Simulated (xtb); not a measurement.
CH5AsGa (SMILES [CH3][Ga][AsH2]), doublet, from a rough starting geometry (GFN-xTB shapes and energies of metal compounds can be far from the true ones) (the spin is typed, not shown lowest); xtb 6.7.1 with GFN2-xTB.

The xtb input:
```
$ xtb mol.xyz --gfn 2 --uhf 1 --opt vtight --json

# file mol.xyz
8

Ga    -0.39261645     0.46948017     0.95135569
C     -0.16428645     1.37157155    -1.01772384
H     -1.01327357     2.07896532    -1.29624375
H     -0.28878576     0.46413860    -1.69477765
H      0.75504107     1.76616476    -1.20712050
As     1.05453669    -1.74242881     1.41140092
H      0.12226739    -2.32796849     0.34637213
H     -0.01118380    -2.07891529     2.42771556
```

Output, abridged:

```
   ID    Z sym.   atoms
    1   31 Ga     1
    2    6 C      2
    3    1 H      3-5, 7, 8
    4   33 As     6

           -------------------------------------------------
          |                Calculation Setup                |
           -------------------------------------------------

           -------------------------------------------------
          |                 G F N 2 - x T B                 |
           -------------------------------------------------

          ...................................................
          :                      SETUP                      :
          :.................................................:
          :  # basis functions                  29          :
          :  # atomic orbitals                  27          :
          :  # shells                           13          :
          :  # electrons                        17          :
          :  max. iterations                   250          :
          :  Hamiltonian                  GFN2-xTB          :
          :  restarted?                      false          :
          :  GBSA solvation                  false          :
          :  PC potential                    false          :
          :  electronic temp.          300.0000000     K    :
          :  accuracy                    1.0000000          :
          :  -> integral cutoff          0.2500000E+02      :
          :  -> integral neglect         0.1000000E-07      :
          :  -> SCF convergence          0.1000000E-05 Eh   :
          :  -> wf. convergence          0.1000000E-03 e    :
          :  Broyden damping             0.4000000          :
          :  net charge                          0          :
          :  unpaired electrons                  1          :
          ...................................................

 iter      E             dE          RMSdq      gap      omega  full diag
   1     -8.2338511 -0.823385E+01  0.123E+01    3.00       0.0  T
   2     -8.2303041  0.354703E-02  0.642E+00    3.18       1.0  T
   3     -8.1964685  0.338356E-01  0.719E+00    2.86       1.0  T
   4     -8.2515262 -0.550577E-01  0.157E+00    3.26       1.0  T
   5     -8.2515734 -0.471582E-04  0.126E+00    3.26       1.0  T
   6     -8.2514624  0.110976E-03  0.316E-01    3.26       1.0  T
   7     -8.2516341 -0.171657E-03  0.993E-02    3.26       1.0  T
   8     -8.2516395 -0.546008E-05  0.441E-02    3.26       1.0  T
   9     -8.2516399 -0.414441E-06  0.122E-02    3.26       2.9  T
  10     -8.2516399 -0.187396E-07  0.508E-03    3.26       7.0  T
  11     -8.2516399  0.392248E-08  0.191E-03    3.26      18.5  T
  12     -8.2516400 -0.133900E-07  0.630E-04    3.26      56.1  T
  13     -8.2516400 -0.292111E-09  0.206E-04    3.26     171.3  T

   *** convergence criteria satisfied after 13 iterations ***

         :::::::::::::::::::::::::::::::::::::::::::::::::::::
         ::                     SUMMARY                     ::
         :::::::::::::::::::::::::::::::::::::::::::::::::::::
         :: total energy              -8.188282881829 Eh    ::
         :: gradient norm              0.096736946883 Eh/a0 ::
         :: HOMO-LUMO gap              3.261413270556 eV    ::
         ::.................................................::
         :: SCC energy                -8.251638837851 Eh    ::
         :: -> isotropic ES            0.006091607924 Eh    ::
         :: -> anisotropic ES          0.001695590061 Eh    ::
         :: -> anisotropic XC          0.002628764270 Eh    ::
         :: -> dispersion             -0.003943750823 Eh    ::
         :: repulsion energy           0.063355956022 Eh    ::
         :: add. restraining           0.000000000000 Eh    ::
         :: total charge               0.000000000000 e     ::
         :::::::::::::::::::::::::::::::::::::::::::::::::::::

      -----------------------------------------------------------
     |                   =====================                   |
     |                        A N C O P T                        |
     |                   =====================                   |
     |               Approximate Normal Coordinate               |
     |                Rational Function Optimizer                |
      -----------------------------------------------------------
      -----------------------------------------------------------
     |                   =====================                   |
     |                        A N C O P T                        |
     |                   =====================                   |
     |               Approximate Normal Coordinate               |
     |                Rational Function Optimizer                |
      -----------------------------------------------------------

          ...................................................
          :                      SETUP                      :
          :.................................................:
          :   optimization level         verytight          :
          :   max. optcycles                   200          :
          :   ANC micro-cycles                  20          :
          :   degrees of freedom                18          :
          :.................................................:
          :   RF solver                   davidson          :
          :   write xtbopt.log                true          :
          :   linear?                        false          :
          :   energy convergence         0.1000000E-06 Eh   :
          :   grad. convergence          0.2000000E-03 Eh/α :
          :   maxmium RF displ.          1.0000000          :
          :   Hlow (freq-cutoff)         0.1000000E-01      :
          :   Hmax (freq-cutoff)         5.0000000          :
          :   S6 in model hess.         20.0000000          :
          ...................................................

generating ANC from exact Hessian ...
Using Lindh-Hessian (1995)
[...]
 * total energy  :    -8.1946040 Eh     change       -0.9015707E-06 Eh
 * total energy  :    -8.1946055 Eh     change       -0.1469402E-05 Eh
 * total energy  :    -8.1946077 Eh     change       -0.2212478E-05 Eh
 * total energy  :    -8.1946088 Eh     change       -0.1131507E-05 Eh
 * total energy  :    -8.1946107 Eh     change       -0.1895887E-05 Eh
 * total energy  :    -8.1946124 Eh     change       -0.1736086E-05 Eh
 * total energy  :    -8.1946142 Eh     change       -0.1758549E-05 Eh
 * total energy  :    -8.1946157 Eh     change       -0.1538434E-05 Eh
 * total energy  :    -8.1946153 Eh     change        0.4396654E-06 Eh
 * total energy  :    -8.1946164 Eh     change       -0.1059521E-05 Eh
 * total energy  :    -8.1946161 Eh     change        0.2616755E-06 Eh
 * total energy  :    -8.1946168 Eh     change       -0.7415442E-06 Eh
 * total energy  :    -8.1946169 Eh     change       -0.6366933E-07 Eh
   *** GEOMETRY OPTIMIZATION CONVERGED AFTER 25 ITERATIONS ***
[...]

 iter      E             dE          RMSdq      gap      omega  full diag
   1     -8.2552173 -0.825522E+01  0.783E-05    3.37       0.0  T
   2     -8.2552173  0.340705E-11  0.543E-05    3.37     651.4  T
   3     -8.2552173 -0.642153E-11  0.420E-05    3.37     841.9  T

   *** convergence criteria satisfied after 3 iterations ***

         :::::::::::::::::::::::::::::::::::::::::::::::::::::
         ::                     SUMMARY                     ::
         :::::::::::::::::::::::::::::::::::::::::::::::::::::
         :: total energy              -8.194616903608 Eh    ::
         :: gradient norm              0.000038312331 Eh/a0 ::
         :: HOMO-LUMO gap              3.368869485919 eV    ::
         ::.................................................::
         :: SCC energy                -8.255216161615 Eh    ::
         :: -> isotropic ES            0.006173967236 Eh    ::
         :: -> anisotropic ES          0.001497164774 Eh    ::
         :: -> anisotropic XC          0.002533280549 Eh    ::
         :: -> dispersion             -0.003948530331 Eh    ::
         :: repulsion energy           0.060599258007 Eh    ::
         :: add. restraining           0.000000000000 Eh    ::
         :: total charge               0.000000000000 e     ::
         :::::::::::::::::::::::::::::::::::::::::::::::::::::

           -------------------------------------------------
          |                Property Printout                |
           -------------------------------------------------

    * Orbital Energies and Occupations

         #    Occupation            Energy/Eh            Energy/eV
      -------------------------------------------------------------
         1        2.0000           -0.5881400             -16.0041
         2        2.0000           -0.5521042             -15.0235
         3        2.0000           -0.4807407             -13.0816
         4        2.0000           -0.4448467             -12.1049
         5        2.0000           -0.4439979             -12.0818
         6        2.0000           -0.4325296             -11.7697
         7        2.0000           -0.4137181             -11.2578
         8        2.0000           -0.3468399              -9.4380
         9        1.0000           -0.2958445              -8.0503 (HOMO)
        10                         -0.1720409              -4.6815 (LUMO)
        11                         -0.1648390              -4.4855
        12                         -0.1172708              -3.1911
        13                         -0.0876295              -2.3845
        14                         -0.0248878              -0.6772
        15                         -0.0080200              -0.2182
        16                          0.0244071               0.6642
        17                          0.0371984               1.0122
        18                          0.0705050               1.9185
        19                          0.1795352               4.8854
        20                          0.1966119               5.3501
       ...                                ...                  ...
        27                          0.9794840              26.6531
      -------------------------------------------------------------
                  HL-Gap            0.1238037 Eh            3.3689 eV
             Fermi-level           -0.2776424 Eh           -7.5550 eV

     #   Z          covCN         q      C6AA      α(0)
     1  31 Ga       1.624     0.164   218.634    33.424
     2   6 C        3.583    -0.217    25.653     7.349
     3   1 H        0.924     0.033     2.544     2.494
     4   1 H        0.924     0.026     2.640     2.541
     5   1 H        0.924     0.027     2.631     2.536
     6  33 As       2.753     0.041   213.359    26.780
     7   1 H        0.970    -0.043     3.910     3.090
     8   1 H        0.970    -0.031     3.651     2.986

 Mol. C6AA /au·bohr⁶  :       1829.363055
 Mol. C8AA /au·bohr⁸  :     115445.986607
 Mol. α(0) /au        :         81.201957

Wiberg/Mayer (AO) data.
largest (>0.10) Wiberg bond orders for each atom

 ---------------------------------------------------------------------------
     #   Z sym  total        # sym  WBO       # sym  WBO       # sym  WBO
 ---------------------------------------------------------------------------
     1  31 Ga   1.941 --     2 C    0.851     6 As   0.790
     2   6 C    3.858 --     3 H    0.941     4 H    0.934     5 H    0.934
                             1 Ga   0.851     6 As   0.195
     3   1 H    0.998 --     2 C    0.941
     4   1 H    0.999 --     2 C    0.934
     5   1 H    0.999 --     2 C    0.934
     6  33 As   2.862 --     8 H    0.934     7 H    0.932     1 Ga   0.790
                             2 C    0.195
     7   1 H    0.998 --     6 As   0.932
     8   1 H    0.999 --     6 As   0.934
 ---------------------------------------------------------------------------

Topologies differ in total number of bonds
Writing topology from bond orders to xtbtopo.mol

molecular dipole:
                 x           y           z       tot (Debye)
 q only:       -0.037       0.016       0.432
   full:       -0.451       0.273       0.193       1.427
molecular quadrupole (traceless):
                xx          xy          yy          xz          yz          zz
 q only:        1.044      -0.359      -1.438      -0.129       1.456       0.394
  q+dip:       -0.040       1.608      -1.525      -2.360       1.767       1.565
   full:        0.753       3.187      -1.953      -2.263       3.907       1.200

optimized geometry written to: xtbopt.xyz

           -------------------------------------------------
          | TOTAL ENERGY               -8.194616903608 Eh   |
          | GRADIENT NORM               0.000038312331 Eh/α |
          | HOMO-LUMO GAP               3.368869485919 eV   |
           -------------------------------------------------

normal termination of xtb
```
